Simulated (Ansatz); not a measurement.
Process, species as SMILES: N[Si](O)(O)O → [NH][Si](O)(O)O + H atom (the H-N bond breaks)

Wanted: bond dissociation energy (electronic), in kcal/mol. Set-up: valence correlation only; UHF or UKS for open shells; dispersion terms only where a functional's name holds one; non-relativistic; spin-orbit terms left out; LANL2DZ with its own core potentials from Na on. CBS(X,Y): correlation extrapolated as X^-3; Hartree-Fock from the larger set. First-principles rows: single points at B3LYP-D3(BJ) geometries (Ansatz, an electronic-structure program).

```
species          coefficient  E at B3LYP/LANL2DZ (Ansatz), Eh  E at wB97X-V/def2-TZVPD (Ansatz), Eh
---------------  -----------  -------------------------------  ------------------------------------
N[Si](O)(O)O              -1                       -287.43006                            -573.12814
[NH][Si](O)(O)O           +1                       -286.73872                            -572.44049
H atom                    +1                         -0.49891                              -0.50049
```

Coupled cluster (Ansatz) is a level with limits of its own, used here on species with T1 under 0.025 (0.045 for open shells) and stable references: CCSD(T)/CBS(cc-pV(T+d)Z,cc-pV(Q+d)Z). Value to compare with, CCSD(T)/CBS(cc-pV(T+d)Z,cc-pV(Q+d)Z) (Ansatz): 120.1 kcal/mol. 1 Eh = 627.5095 kcal/mol.

**Question.** Compute it at each level from the table, and compare with CCSD(T)/CBS(cc-pV(T+d)Z,cc-pV(Q+d)Z) (Ansatz).

**Answer.** 
- B3LYP/LANL2DZ: the sum of coefficient times E is 0.19243 Eh, or 120.75 kcal/mol. Result: 120.8 kcal/mol. Its difference against CCSD(T)/CBS(cc-pV(T+d)Z,cc-pV(Q+d)Z) (Ansatz) is 0.7 kcal/mol.
- wB97X-V/def2-TZVPD: the sum of coefficient times E is 0.18716 Eh, or 117.44 kcal/mol. Result: 117.4 kcal/mol. Its difference against CCSD(T)/CBS(cc-pV(T+d)Z,cc-pV(Q+d)Z) (Ansatz) is -2.7 kcal/mol.
